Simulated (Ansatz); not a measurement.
Consider the substitution at a C–S bond: `C/C=C\[S][AlH2]` + H₂S → `C/C=C/S` + `[AlH2][SH]`.

Computed with Ansatz on PBE0-D4/def2-TZVP structures; ΔE is electronic, products minus reactants. CCSD(T)/CBS is the MP2 limit (def2-TZVPP, def2-QZVPP) plus CCSD(T) − MP2 in def2-TZVPP, frozen cores. This one scheme is used for every species. Double bonds are as drawn, so ΔE can hold a change between cis and trans. Each species was taken in one conformer, which may not be the lowest.

`C/C=C\[S][AlH2]`:

```xyz
12

C    -0.983   -0.189    1.220
C     0.049    0.700    0.624
C     0.145    1.092   -0.667
S    -0.770    0.412   -2.026
Al    0.871   -0.933   -1.340
H    -1.622    0.413    1.876
H    -0.534   -0.968    1.839
H    -1.608   -0.651    0.457
H     0.748    1.165    1.317
H     0.892    1.841   -0.917
H     0.480   -2.217   -0.506
H     2.333   -0.665   -1.880
```

H₂S:

Cartesian coordinates in Å:
```
S 0.515 -0.120 0.323
H 0.231 -0.068 -0.987
H -0.746 0.187 0.663
```

`C/C=C/S`:

Cartesian coordinates in Å:
```
C 1.300 -0.490 -0.531
C -0.077 0.043 -0.325
C -0.635 0.214 0.868
S -2.229 0.827 1.240
H 1.927 0.229 -1.066
H 1.785 -0.721 0.420
H 1.284 -1.404 -1.134
H -0.641 0.302 -1.218
H -0.087 -0.037 1.773
H -2.627 1.035 -0.026
```

`[AlH2][SH]`:

Cartesian coordinates in Å:
```
Al -0.259 -0.589 -0.104
S 0.751 1.270 -0.635
H -0.493 -1.624 -1.273
H -0.702 -0.814 1.396
H 0.703 1.756 0.617
```

| species | CCSD(T)/def2-TZVPP energy (Eh) |
| --- | --- |
| `C/C=C\[S][AlH2]` | -758.04392 |
| H₂S | -398.93111 |
| `C/C=C/S` | -515.41865 |
| `[AlH2][SH]` | -641.55849 |

Problem. Work out ΔE.

Solution. ΔE = (-515.41865) + (-641.55849) − (-758.04392) − (-398.93111) = -0.00211 Eh = -5.5 kJ/mol. CCSD(T)/CBS gives -4.2 kJ/mol.

Largest T1 diagnostic among the species: 0.012.

The D4 term adds +11.2 kJ/mol with B3LYP and +6.0 kJ/mol with PBE0; it sums over pairs of atoms, weighted by their polarisabilities, and B3LYP, whose exchange is more repulsive, gets the larger term. In def2-TZVPP, CCSD(T) changes the Hartree–Fock value by +24.4 kJ/mol (the triples alone add +4.8 kJ/mol) and MP2 by +30.8 kJ/mol.

B3LYP here is the variant with VWN-RPA as its local correlation; programs differ in this.
